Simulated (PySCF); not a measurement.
## ORD: `F[C@H]1CCO[C@@H](F)C1`, C5H8F2O

Geometry (Å), atoms numbered from 1 in this order:
```xyz
16

F     0.036   -0.766    1.897
C    -0.435   -0.993    0.620
C    -1.375    0.144    0.226
C    -0.560    1.420    0.027
O     0.422    1.245   -0.988
C     1.342    0.272   -0.688
F     2.130    0.684    0.373
C     0.738   -1.097   -0.355
H    -0.969   -1.951    0.674
H    -1.881   -0.123   -0.703
H    -2.116    0.298    1.010
H    -1.187    2.243   -0.319
H    -0.074    1.703    0.969
H     2.020    0.202   -1.551
H     1.519   -1.723    0.077
H     0.384   -1.549   -1.281
```

Theory: TDDFT LC-wPBE/aug-cc-pVDZ circular dichroism and optical rotation, one conformer, gas phase (PySCF 2.14.0). Geometry: GFN2-xTB.

Stereocentres: C2 S, C6 S.

Give the optical rotatory dispersion at 633, 589.3, 546, 436, 405, 365, 355 nm.

[α] in deg dm⁻¹ (g/mL)⁻¹:
| λ (nm) | origin-invariant length gauge | modified velocity gauge | length gauge (centre of mass) | isotropic polarisability (au) |
| --- | --- | --- | --- | --- |
| 633 | -61.7 | -61.0 | -62.1 | 62.6 |
| 589.3 | -72.0 | -71.2 | -72.4 | 62.8 |
| 546 | -84.9 | -84.0 | -85.4 | 62.9 |
| 436 | -140.6 | -139.0 | -141.3 | 63.7 |
| 405 | -167.0 | -165.1 | -167.8 | 64.0 |
| 365 | -214.4 | -212.0 | -215.4 | 64.6 |
| 355 | -229.6 | -227.1 | -230.7 | 64.8 |

And for the mirror image at 589.3 nm?

+72.0 deg dm⁻¹ (g/mL)⁻¹ (origin-invariant length gauge): the same size and the opposite sign.

What is the molar rotation [Φ] = [α]·M/100 of the geometry above at 589.3 nm?

With M = 122.11 g/mol, -87.9 deg cm² dmol⁻¹ (origin-invariant length gauge).

The first excitation lies at 7.82 eV (158 nm) with R = -1.6 × 10⁻⁴⁰ esu² cm² (velocity form).
